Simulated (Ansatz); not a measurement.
C₃H₉NOSi, SMILES `CC(C)O[Si]N`, 15 atoms. Charge 0, multiplicity 1. All runs use 4 threads of an Arm Neoverse V1 on a shared host. Correlated methods freeze the cores.

(1) Give the basis size and wall time and peak host memory of each of these runs in Ansatz. RKS PBE0-D4/def2-QZVPP energy; RKS PBE0-D4/def2-SVP energy; RKS B2PLYP (frozen core)/def2-TZVPP energy; RKS CAM-B3LYP-D4/def2-TZVPP energy; RHF-CCSD(T)/def2-TZVPP energy; RKS PBE0-D4/def2-TZVP frequencies; direct RPA on PBE orbitals/def2-TZVPP energy; RHF-CCSD(T)/def2-SVP energy; RKS ωB97M-V/def2-QZVPP energy; RKS PBE0-D4/def2-TZVP relaxation (8 steps); RKS ωB97X-V/def2-TZVPP energy; RKS r2SCAN0-D4/def2-TZVPP energy. (An estimate is asked.)

Answers

(1) Ansatz gave: Other jobs shared the machine, so times are rough.

```tsv
level	job	functions	wall time	peak host memory (GiB)
RKS PBE0-D4/def2-SVP	energy	133	1.9 s	0.33
RKS CAM-B3LYP-D4/def2-TZVPP	energy	323	6.5 s	1.1
RKS r2SCAN0-D4/def2-TZVPP	energy	323	9.5 s	0.99
RKS B2PLYP (frozen core)/def2-TZVPP	energy	323	12 s	1.1
direct RPA on PBE orbitals/def2-TZVPP	energy	323	13 s	1.1
RKS ωB97X-V/def2-TZVPP	energy	323	14 s	1.2
RKS PBE0-D4/def2-QZVPP	energy	625	17 s	2.8
RHF-CCSD(T)/def2-SVP	energy	133	20 s	0.96
RKS ωB97M-V/def2-QZVPP	energy	625	37 s	3.2
RKS PBE0-D4/def2-TZVP	relaxation (8 steps)	246	51 s	0.76
RKS PBE0-D4/def2-TZVP	frequencies	246	6.3 min	0.77
RHF-CCSD(T)/def2-TZVPP	energy	323	30 min	5.1
```
